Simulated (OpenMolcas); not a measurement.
Zr3+ (d1) among equal point charges was computed by CASSCF with the d shell active (OpenMolcas, ANO-RCC-VTZP on the metal). Its lowest spin-free states, and all those of the highest spin:

| 2S+1 | Degeneracy | E (cm-1) |
| --- | --- | --- |
| 2 | 2 | 0.0 |
| 2 | 3 | 13229 |

Question: Is the site octahedral, tetrahedral or cube-like, axial, or of lower symmetry?

Answer: The states with 2S+1 = 2 have orbital degeneracies 2, 3. Threefold states need a cubic site. For d1 at this spin an octahedron puts the threefold T2 below the twofold E and a tetrahedron or cube puts the twofold E below the threefold T2, so the site is a tetrahedron or a cube, which this pattern cannot tell apart. The first gap at this spin, 13200 cm-1, is |10Dq| in ligand-field theory. The run had Zr3+ among 8 point charges of -1.2 e arranged as a cube (Oh), 2.08 Å from the ion.

An orbital doublet at a regular site is open to a Jahn-Teller distortion, which this geometry leaves out. This is an electrostatic model: the charges have no orbitals. No measured value stands beside these numbers.
